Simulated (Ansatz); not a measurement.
The same ligand exchange along the group B, Al, Ga.

Program: Ansatz. Geometries: PBE0-D4/def2-TZVP. ΔE: electronic, gas phase. CBS: MP2 limit from def2 TZ/QZ plus the TZ coupled-cluster correction, frozen cores. This one scheme is used for every species. Functionals use def2-TZVPP. For Ga outer-core shells are correlated without core-valence functions, which leaves a few kJ/mol of doubt a bond. Scalar relativity is left out up to krypton. Each species was taken in one conformer, which may not be the lowest.

| reaction | ωB97X-V (kJ/mol) | CCSD(T)/CBS(def2) (kJ/mol) |
| --- | --- | --- |
| `NB[SiH2]O` + `OCO` → `OCO[SiH2]O` + `BN` | -136 | -137 |
| `[NH2][AlH][SiH2]O` + `OCO` → `OCO[SiH2]O` + `[NH2][AlH2]` | -122 | -122 |
| `[NH2][GaH][SiH2]O` + `OCO` → `OCO[SiH2]O` + `[NH2][GaH2]` | -106 | -103 |

Largest T1 diagnostic: 0.014, for `[NH2][GaH2]`.
